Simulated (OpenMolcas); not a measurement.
An atom or ion with 16 electrons was computed by XMS-CASPT2, IPEA 0.25 Eh, imaginary shift 0.1 Eh with spin-orbit coupling (OpenMolcas, ANO-RCC-VTZP, DKH2). The lowest levels that the run gave, each within 12 % of the measured value where one is at hand:

```tsv
J	Parity	E (cm⁻¹)	g
2	even	0.0	1.500
1	even	650	1.501
0	even	939	
2	even	12230	1.001
0	even	29350
```

Question: Which ion is it, and what are the configurations and terms?

Answer: Cl⁺ (Z = 17, charge +1; active space 4 electrons in 3 orbitals (3p)). J, parity and g give the terms where levels are pure, and mixed ones are named by the computed weights; the size of the splittings, set against known spectra of the 16-electron sequence, gives the charge. In order, with the measured energies in cm⁻¹ (NIST Handbook of Basic Atomic Spectroscopic Data): 3s² 3p⁴ ³P₂, 3s² 3p⁴ ³P₁ (696), 3s² 3p⁴ ³P₀ (996), 3s² 3p⁴ ¹D₂ (11654), 3s² 3p⁴ ¹S₀ (27878).

Term energies are means over components that CASPT2 splits; among the terms shown or strongly mixed into the levels shown the widest spread is 1500 cm-1 (3s² 3p⁴ ¹D). With the s shell closed, the reference lacks s² → p² mixing. Measured partners are found by configuration, term and J. A level has none where our copy of the source lacks it or the pairing is in doubt (some pairs that miss far off the trend of their configuration count as doubtful), and it then counts in no deviation. Levels of configurations outside the active space are missing.
